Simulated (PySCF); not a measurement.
## How methods differ on the ionisation energy of Ho²⁹⁺

Ho²⁹⁺ [Kr] 4d2 [4d3/2^2, M_J = 2] → Ho³⁰⁺ [Kr] 4d1 [4d3/2^1, M_J = 3/2], as a difference of total energies. Calculation: PySCF 2.14, in an uncontracted even-tempered set (17 s from 2.6 bohr⁻², ratio 2.8; 14 p from 3.4 bohr⁻², ratio 2.8; 9 d from 3.4 bohr⁻², ratio 2.8; 3 f from 12 bohr⁻², ratio 3); the two-component X2C-1e Hamiltonian. Correlated levels: [Ar] 3d10 frozen; the 92 highest virtual spinors dropped. "Screened" scales the spin-orbit matrix elements by Boettger's factors to mimic the two-electron term; Breit and QED terms are absent.

```csv
method,ionisation energy (eV)
GHF (spin-free),1072.1
GMP2 (spin-free),1072.3
GHF (screened spin-orbit),1077.3
GMP2 (screened spin-orbit),1077.5
```

Breit and QED terms and the two-electron picture change are absent.

The spin-free rows relax to the high-spin LS determinant and lack the spin-orbit shift.

The labels give the starting determinants; with spin-orbit coupling the two ends relaxed to ⟨J²⟩ = 6.04, ⟨L²⟩ = 10.39, ⟨S²⟩ = 1.59 and ⟨J²⟩ = 3.75, ⟨L²⟩ = 6.06, ⟨S²⟩ = 0.80.

For comparison: 1077 ± 4 eV (theoretical estimate listed by NIST; NIST Atomic Spectra Database, ionization energies).
